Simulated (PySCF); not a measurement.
RbTe and its ions

PBE0; Rb def2-SVP with ECP28, Te def2-SVP with ECP28; scalar-relativistic core potentials (PySCF 2.14). Neutral (UKS): doublet (π ↑), Re = 3.338 Å, ωe = 125 cm⁻¹, De = 2.17 eV, HOMO -4.15 eV, LUMO -2.22 eV.

RbTe⁺ (UKS): triplet (π ↑↑), Re = 3.826 Å, ωe = 62.2 cm⁻¹, De = 0.37 eV to Rb⁺ + Te. The energies at the minima are -292.14714 hartree for RbTe and -291.92659 for RbTe⁺.

**Question.** Work out the adiabatic ionisation energy, without and with harmonic zero-point energies (1 hartree = 27.2114 eV, 1 eV = 8065.5 cm⁻¹), and the change of the bond length.

**Answer.** At PBE0: 0.22055 hartree = 6.001 eV between the minima; the zero-point term (62.2 − 125.0)/2 cm⁻¹ = -0.004 eV makes it 5.998 eV. Re changes by +48.8 pm against the neutral. The electron leaves a π orbital, and the ion is left as a loose complex of an ion and an atom.

Weak bonds: RbTe⁺. Basis-set superposition, not corrected here, can be much of De in a small basis, most of all at correlated wavefunction levels. These are scalar-relativistic numbers at best; spin–orbit coupling would shift them, the dissociation energy most. For an ion De counts to the pair picked by the measured ionisation energies or electron affinities, which need not be the lowest pair at this level. States were picked by a PBE0 search and need not be the measured ground states.
